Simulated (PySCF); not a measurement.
# Simulated absorption spectrum

Species: 4-mercaptobenzoic acid, C7H6O2S.
Z-matrix (Å and degrees, PBE0-D3(BJ)/def2-SVP geometry), rows numbered from 1:
```
O 
C   1  1.2062
O   2  1.3420  1  122.26
C   2  1.4807  1  124.64  3   179.98
C   4  1.3987  2  122.45  1  -179.98
C   5  1.3888  4  120.43  2  -179.91
C   6  1.4018  5  120.19  4    -0.02
S   7  1.7592  6  122.99  5   179.98
C   7  1.4038  6  119.41  5    -0.04
C   9  1.3861  7  120.08  6     0.03
H   3  0.9688  2  106.05  1     0.01
H   5  1.0911  4  119.49  2     0.04
H   6  1.0925  5  119.67  4   179.95
H   8  1.3491  7   96.73  6    -0.28
H   9  1.0926  7  119.89  6  -179.97
H  10  1.0920  4  118.42  2    -0.06
```

Theory: PySCF, TDDFT wB97X-D/def2-SVPD, vertical, gas phase, core orbitals frozen in the response.

Computed states:

```csv
state,E (eV),f
S1,4.91,0.419
S2,4.94,0.040
S3,5.28,0.0000
S4,5.40,0.0009
S5,5.98,0.148
S6,6.40,0.021
```

Broadening: Gaussians 0.5 eV wide at half height, area fixed by f = 4.319×10⁻⁹ ∫ε dν̃. The width is an assumption, not a result. The curve ends short of the highest state used, and states not computed would add to its high-energy end.

Q: What does the envelope look like, and where are its maxima?

A: 
(λ (nm), ε (L mol⁻¹ cm⁻¹)): (213.8, 5489), (215.3, 4571), (216.8, 3693), (218.4, 2860), (219.9, 2212), (221.4, 1712), (223.0, 1352), (224.5, 1183), (226.0, 1186), (227.6, 1391), (229.1, 1791), (230.6, 2413), (232.2, 3348), (233.7, 4495), (235.2, 5911), (236.8, 7709), (238.3, 9631), (239.9, 11877), (241.4, 14089), (242.9, 16314), (244.5, 18589), (246.0, 20522), (247.5, 22165), (249.1, 23508), (250.6, 24324), (252.1, 24677), (253.7, 24540), (255.2, 23955), (256.7, 22974), (258.3, 21564), (259.8, 19979), (261.3, 18219), (262.9, 16237), (264.4, 14355), (266.0, 12392), (267.5, 10645), (269.0, 9024), (270.6, 7462), (272.1, 6165), (273.6, 5033), (275.2, 4004), (276.7, 3195), (278.2, 2522), (279.8, 1938), (281.3, 1499), (282.8, 1148), (284.4, 855), (285.9, 643), (287.4, 480), (289.0, 348), (290.5, 255), (292.1, 182), (293.6, 131), (295.1, 94), (296.7, 66), (298.2, 46)

Maxima: 252 nm (4.91 eV), ε about 25000, made up of S1 (91%) (ε in L mol⁻¹ cm⁻¹; maxima over ε = 5, shares over 10%). At its high-energy end, 5.80 eV, the curve is still rising (ε about 5500, from S5).

Q: Coming from long wavelengths, where does ε first pass 100 L mol⁻¹ cm⁻¹?

A: At about 295 nm (4.21 eV), 0.70 eV below S1.

Q: On this curve, what absorbance would a 10⁻⁴ mol/L sample give at 248 nm over a 1 cm path?

A: 248 nm is 4.999 eV, where ε is about 23000 L mol⁻¹ cm⁻¹, so A = ε c l ≈ 2.3 (Beer–Lambert, with the gas-phase spectrum and the assumed width).

Q: What would ε be at 4.91 eV, the highest of these maxima, with half the width (0.25 eV)?

A: About 49200 L mol⁻¹ cm⁻¹ against 24700, a factor of about 1.99; a lone state at its own centre would give exactly 2.

The run took about 3 min of CPU time (one thread, shared machine).

One conformer stands for the species.
